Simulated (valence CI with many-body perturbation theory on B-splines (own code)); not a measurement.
# Eu¹⁴⁺ in brief

Method: relativistic CI+MBPT: three valence electrons over a frozen Dirac-Fock core [Kr] 4d10, a basis of 8 s, 8 p, 9 d, 9 f, 6 g, 3 h, 2 i functions for each j, with the one-electron correlation potential Σ1, the two-electron term Σ2, the three-electron term Σ3, Breit, model QED; selected CI, second order for the rest, scaled by the run's own slope (own B-spline code, finite nucleus).

No measured levels were compared; by estimate terms of the open shell hold to a few per cent of their energy, and close levels can change places; configurations with another count of f electrons can be misplaced by thousands of cm⁻¹. Core correlation moves these levels by up to 35000 cm⁻¹, and in measured spectra 5 to 20 % of such shifts remained as error; rates that hang on mixing are uncertain with them.

Rates and lifetimes use the calculated energies. Strong lines usually hold to 10 to 20 %, long lifetimes can be off by a factor of two.

**Question.** What is the ground level?

**Answer.** 4f²5s ⁴H_7/2, composition 97 % 4f²5s ⁴H + 3 % 4f²5s ²G, g = 0.672.

**Question.** How is the term ⁴H of the ground level split?

**Answer.** J = 7/2 at 0.0000, J = 9/2 at 0.3223, J = 11/2 at 0.8379, J = 13/2 at 1.409 eV.

**Question.** Name the longest-lived excited levels whose lifetime is computed, and their main decay.

**Answer.** 4f²5s ⁴F_3/2 at 1.196 eV lives 3040 s, mostly by E2 to 4f²5s ⁴H_7/2; 4f²5s ⁴F_5/2 at 1.414 eV lives 3.91 s, mostly by M1 to 4f²5s ⁴F_3/2. The lifetime of 4f³ ⁴I°_9/2 is too uncertain to give, and may be longer.

**Question.** Where does the other parity begin?

**Answer.** At 4f³ ⁴I°_9/2, 0.2999 eV.

**Question.** How well does LS coupling describe the low levels?

**Answer.** Among the lowest 20 levels the leading LS term, summed over configurations, holds 88 % on average. For single configurations the figures are 88 % in LS and 72 % in jj coupling. Terms mix most in the J = 9/2 level at 1.671 eV, where the leading one holds 57 %.

**Question.** What is the ionisation energy?

**Answer.** 279.86 eV; NIST lists 281 ± 14 eV (theoretical).
